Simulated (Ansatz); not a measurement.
Li₄S₂. Total charge 0; singlet. Geometry relaxed at PBE0-D4/def2-TZVP.

```tsv
atom	x (Å)	y (Å)	z (Å)
Li1	-0.720	-1.380	-0.451
Li2	-0.783	0.428	1.337
Li3	0.082	2.318	-2.286
Li4	1.450	-0.512	0.558
S5	-0.099	-1.659	1.663
S6	0.070	0.805	-0.822
```

The structure comes from a short search, and lower isomers may exist.

Task: Estimate the harmonic wavenumbers at RKS PBE0-D4/def2-TZVP (Ansatz, unscaled). Is this a minimum?

Result: 53, 54, 250, 282, 282, 340, 342, 442, 466, 467, 552, 613 cm⁻¹. Yes, no mode is imaginary beyond noise. Zero-point energy 24.8 kJ/mol. Hardware: 4 threads of Arm Neoverse V1 on a shared host. Wall time 40 s.
